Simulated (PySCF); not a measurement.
CH₆FNOSi₂, SMILES F[Si@@H]1CN[SiH2]O1. The structure is a stationary point at ωB97X-D3(BJ)/def2-SVP. The structure was generated by enumeration; whether it is a known compound was not checked. The values are those of a single conformer.

**Question.** Give the equilibrium geometry at ωB97X-D3(BJ)/def2-SVP (PySCF confirms it by a frequency run) as Cartesian coordinates in Å. (The exact figures need the calculation; the answer reports its results.)

**Answer.** This is not unique; one that fits is 
```xyz
12

F      0.7275    -2.0328    -0.8558
Si     0.3623    -1.0559     0.3902
C     -1.4425    -0.5046     0.2848
N     -1.3830     0.8984    -0.1277
Si     0.1530     1.7014    -0.1380
O      1.1452     0.3948     0.2268
H      0.7772    -1.7754     1.6137
H     -1.9536    -0.6462     1.2575
H     -1.9742    -1.1328    -0.4535
H     -2.2715     1.3439    -0.3222
H      0.5098     2.2942    -1.4568
H      0.3241     2.7542     0.9038
```
